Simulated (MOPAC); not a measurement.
Input file for MOPAC: AM1 on BF2H3O2 (a complex), monomers drawn apart or pushed together.

```
AM1 1SCF PRECISE CHARGE=0 THREADS=1
BF2H3O2

O      1.10913440 1     0.83477917 1     0.23364021 1
B      0.02755447 1     0.03404821 1     0.15971813 1
O     -0.45671767 1    -0.51683024 1     1.31371576 1
F     -0.58259768 1    -0.23591742 1    -1.00411102 1
H      1.39923321 1     1.19001917 1    -0.61204094 1
H     -1.22973408 1    -1.07785301 1     1.19297458 1
F      0.33998009 1    -0.41626237 1     4.57195721 1
H      0.14361639 1    -0.42513639 1     3.65410689 1
```

It printed:

```
*******************************************************************************
 **                                                                           **
 **                              MOPAC v23.2.5                                **
 **                                                                           **
 *******************************************************************************
 ** MOPAC's Digital Object Identifier: https://doi.org/10.5281/zenodo.6511958 **
 **                                                                           **
 ** Please cite the open-source release paper for use of this MOPAC version:  **
 ** J. E. Moussa and J. J. P. Stewart (2026)                                  **
 ** MOPAC: An open-source semiempirical molecular orbital program             **
 ** J. Open Source Softw., 11(119), 8025, https://doi.org/10.21105/joss.08025 **
 *******************************************************************************

                              AM1 CALCULATION RESULTS

 *******************************************************************************
 *  AM1        - The AM1 Hamiltonian to be used
 *
 *
 *
 *                 CHARGE ON SYSTEM = 0
 *
 *
 *
 *  PRECISE    - TIGHTER CRITERIA TO BE USED
 *  1SCF       - DO 1 SCF AND THEN STOP
 *  THREADS=1  - MULTI-THREADING NOT USED
 *  T=         - A TIME OF 172800.0 SECONDS REQUESTED
 *  DUMP=N     - RESTART FILE WRITTEN EVERY 7200.0 SECONDS REQUESTED
 *******************************************************************************
AM1 1SCF PRECISE CHARGE=0 THREADS=1
 BF2H3O2

   ATOM   CHEMICAL          X               Y               Z
  NUMBER   SYMBOL      (ANGSTROMS)     (ANGSTROMS)     (ANGSTROMS)

     1       O          1.10913440  *   0.83477917  *   0.23364021  *
     2       B          0.02755447  *   0.03404821  *   0.15971813  *
     3       O         -0.45671767  *  -0.51683024  *   1.31371576  *
     4       F         -0.58259768  *  -0.23591742  *  -1.00411102  *
     5       H          1.39923321  *   1.19001917  *  -0.61204094  *
     6       H         -1.22973408  *  -1.07785301  *   1.19297458  *
     7       F          0.33998009  *  -0.41626237  *   4.57195721  *
     8       H          0.14361639  *  -0.42513639  *   3.65410689  *



          CARTESIAN COORDINATES

    NO.       ATOM           X           Y           Z

     1         O          1.1091      0.8348      0.2336
     2         B          0.0276      0.0340      0.1597
     3         O         -0.4567     -0.5168      1.3137
     4         F         -0.5826     -0.2359     -1.0041
     5         H          1.3992      1.1900     -0.6120
     6         H         -1.2297     -1.0779      1.1930
     7         F          0.3400     -0.4163      4.5720
     8         H          0.1436     -0.4251      3.6541

  H: (AM1): M.J.S. DEWAR ET AL, J. AM. CHEM. SOC. 107 3902-3909 (1985)
  B: (AM1): M.J.S. DEWAR ET AL, ORGANOMETALLICS, 7, 513-521 (1988)
  O: (AM1): M.J.S. DEWAR ET AL, J. AM. CHEM. SOC. 107 3902-3909 (1985)
  F: (AM1): M.J.S. DEWAR AND E. G. ZOEBISCH, THEOCHEM, 180, 1 (1988).

           Empirical Formula: H3 O2 B F2  =     8 atoms



      MOLECULAR POINT GROUP   :   Cs


      RHF CALCULATION, NO. OF DOUBLY OCCUPIED LEVELS = 16


 -------------------------------------------------------------------------------
 AM1 1SCF PRECISE CHARGE=0 THREADS=1
 BF2H3O2



     1SCF WAS SPECIFIED, SO BFGS WAS NOT USED
     SCF FIELD WAS ACHIEVED


                              AM1 CALCULATION
                                                       MOPAC v23.2.5 Linux




          FINAL HEAT OF FORMATION =       -320.45880 KCAL/MOL =   -1340.79964 KJ/MOL


          COSMO AREA              =        115.33 SQUARE ANGSTROMS
          COSMO VOLUME            =         90.75 CUBIC ANGSTROMS

          IONIZATION POTENTIAL    =         13.209240 EV
          HOMO LUMO ENERGIES (EV) =        -13.209  1.421
          NO. OF FILLED LEVELS    =         16
          MOLECULAR WEIGHT        =         83.8293         POINT GROUP:  Cs

          MOLECULAR DIMENSIONS (Angstroms)

            Atom       Atom       Distance
            F     7    F     4     5.65475
            H     6    H     5     3.64513
            F     7    O     3     0.00913


          SCF CALCULATIONS        =          1





   ATOM   CHEMICAL          X               Y               Z
  NUMBER   SYMBOL      (ANGSTROMS)     (ANGSTROMS)     (ANGSTROMS)

     1       O          1.10913440  *   0.83477917  *   0.23364021  *
     2       B          0.02755447  *   0.03404821  *   0.15971813  *
     3       O         -0.45671767  *  -0.51683024  *   1.31371576  *
     4       F         -0.58259768  *  -0.23591742  *  -1.00411102  *
     5       H          1.39923321  *   1.19001917  *  -0.61204094  *
     6       H         -1.22973408  *  -1.07785301  *   1.19297458  *
     7       F          0.33998009  *  -0.41626237  *   4.57195721  *
     8       H          0.14361639  *  -0.42513639  *   3.65410689  *

                             CARTESIAN COORDINATES

   1    O        1.109134400     0.834779170     0.233640210
   2    B        0.027554470     0.034048210     0.159718130
   3    O       -0.456717670    -0.516830240     1.313715760
   4    F       -0.582597680    -0.235917420    -1.004111020
   5    H        1.399233210     1.190019170    -0.612040940
   6    H       -1.229734080    -1.077853010     1.192974580
   7    F        0.339980090    -0.416262370     4.571957210
   8    H        0.143616390    -0.425136390     3.654106890


           Empirical Formula: H3 O2 B F2  =     8 atoms



      MOLECULAR POINT GROUP   :   Cs


                  EIGENVALUES
 -49.91092 -47.34782 -38.45927 -37.71182 -22.94124 -19.50831 -18.58851 -16.90584
 -16.85005 -16.53156 -14.23761 -14.20335 -14.11619 -13.50486 -13.50470 -13.20924
   1.42114   2.49153   3.85490   4.39276   5.95521   6.42698   7.79517


              NET ATOMIC CHARGES AND DIPOLE CONTRIBUTIONS

  ATOM NO.   TYPE          CHARGE      No. of ELECS.   s-Pop       p-Pop
    1          O          -0.294432        6.2944     1.83210     4.46233
    2          B           0.317911        2.6821     1.04207     1.64002
    3          O          -0.330636        6.3306     1.83482     4.49582
    4          F          -0.197146        7.1971     1.89193     5.30521
    5          H           0.253328        0.7467     0.74667
    6          H           0.251755        0.7482     0.74825
    7          F          -0.290937        7.2909     1.90411     5.38683
    8          H           0.290159        0.7098     0.70984
 DIPOLE           X         Y         Z       TOTAL
 POINT-CHG.    -0.309     0.049    -1.820     1.847
 HYBRID        -0.593    -0.217    -1.442     1.574
 SUM           -0.902    -0.167    -3.263     3.389


          ATOMIC ORBITAL ELECTRON POPULATIONS

     Atom    s        px        py        pz
    1  O   1.83210   1.47091   1.61011   1.38131
    2  B   1.04207   0.55701   0.50086   0.58215
    3  O   1.83482   1.47029   1.61893   1.40660
    4  F   1.89193   1.82889   1.89380   1.58252
    5  H   0.74667
    6  H   0.74825
    7  F   1.90411   1.97342   1.99995   1.41346
    8  H   0.70984

 **********************
 *                    *
 * JOB ENDED NORMALLY *
 *                    *
 **********************




 == MOPAC DONE ==
```

The run finished.

Cost: around 0.020 core-seconds (rough).
